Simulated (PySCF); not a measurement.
Compound: C6H14N (doublet state).
Cartesian coordinates in Å at the GFN2-xTB level; atoms count from 1:
```
atom  x, y, z in Å
C1    -2.322    0.056   -0.250
C2    -1.038   -0.273    0.409
N3    -0.814   -1.726    0.261
C4     0.145    0.516   -0.181
C5    -0.189    2.008   -0.142
C6     1.461    0.265    0.565
C7     2.111   -1.077    0.252
H8    -3.246   -0.027    0.291
H9    -2.375    0.038   -1.325
H10   -1.097   -0.078    1.485
H11   -1.588   -2.239    0.670
H12   -0.768   -1.963   -0.726
H13    0.269    0.210   -1.226
H14   -1.150    2.194   -0.617
H15   -0.245    2.353    0.888
H16    0.576    2.585   -0.658
H17    1.280    0.337    1.639
H18    2.160    1.062    0.297
H19    1.455   -1.890    0.547
H20    2.315   -1.163   -0.814
H21    3.053   -1.171    0.789
```

The hyperfine couplings belong to this conformer and change with its torsions.

Identity: `[CH2][C@@H](N)[C@@H](C)CC` [radical].

Computed, not measured: UKS B3LYP, pcH-1 on C H N, non-relativistic, mean-field spin-orbit, GIAO in PySCF. Geometry: GFN2-xTB, one conformer, isolated molecule. Couplings are sensitive to structure, and on GFN2-xTB geometries they can be far from those on DFT ones. Stability of the SCF solution: not tested.

**Question.** Match the computed a_iso(13C) values +94.8, -26.7, +14.0, +8.8, +2.1, -0.9 MHz with the sites C1; C2; C4; C5; C6; C7.

**Answer.** 
```tsv
site	a_iso (MHz)	ρ(0) (bohr⁻³)	position	distance from C1 (Å)	spin population	largest |T| (MHz)
C1	+94.8	+0.0844	largest spin population	0.00	+1.03	157.4
C2	-26.7	-0.0238	1 bond from C1	1.48	-0.07	2.9
C4	+8.8	+0.0078	2 bonds from C1	2.51	+0.01	2.9
C5	+14.0	+0.0124	3 bonds from C1	2.89	+0.01	3.6
C6	-0.9	-0.0008	3 bonds from C1	3.88	0.00	0.6
C7	+2.1	+0.0019	4 bonds from C1	4.60	0.00	0.6
```

ρ(0) is the spin density at the nucleus and T the dipolar tensor; entries for several nuclei are means. Largest spin populations (Mulliken): C1 (+1.03), N3 (+0.11) and C2 (-0.07). No atom but C1 exceeds +0.15. The angles at C1 add up to 356.6°, so it is nearly planar; its axial dipolar tensor and the negative couplings of its protons fit spin in a p orbital normal to that plane.

Nuclei that the bonding pattern makes equivalent are averaged, as if the motion that swaps them (rotation, inversion, ring flip) were fast. The three 1H nuclei of mean +2.4 MHz run from -0.5 to 4.6 MHz in the frozen geometry.

Time: 97 s wall (grids of density and orbitals included); peak memory 1.1 GiB. Hardware: one thread of an Arm Neoverse V1, no GPU (shared host).
